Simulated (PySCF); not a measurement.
**Ce: electron affinity**

Ce⁻ [Xe] 4f1 5d1 6s2 6p1 [4f5/2^1 5d3/2^1 6p1/2^1, M_J = 9/2] → Ce [Xe] 4f1 5d1 6s2 [4f5/2^1 5d3/2^1, M_J = 4], as a difference of total energies. Computed with PySCF 2.14 in x2c-TZVPall-2c with one added diffuse shell each of s, p, d, f type (12s12p11d5f1g, 147 functions), with the two-component X2C-1e Hamiltonian. Correlated levels: [Ar] 3d10 frozen; the 18 highest virtual spinors dropped. "Screened" scales the spin-orbit matrix elements by Boettger's factors to mimic the two-electron term; Breit and QED terms are absent.

```csv
method,electron affinity (eV)
GHF (spin-free),1.563
GMP2 (spin-free),1.812
```

Problem. How much does correlation contribute at GMP2 (spin-free)?

Solution. 1.812 − (1.563) = 0.249 eV, measured against GHF (spin-free).

The configuration of this anion was assumed by filling the next shell in order. It is not the known or likely ground configuration (Ca⁻, Sr⁻ and Ba⁻, for instance, bind a p electron), so these values are not the electron affinity of the element.

The labels give the starting determinants; with spin-orbit coupling the two ends relaxed to ⟨J²⟩ = 20.23, ⟨L²⟩ = 28.93, ⟨S²⟩ = 1.82.

The determinant of Ce⁻ mixes levels of different J (the jj label is only the starting occupation), so the difference between spin-free and spin-orbit rows is not the physical spin-orbit shift.
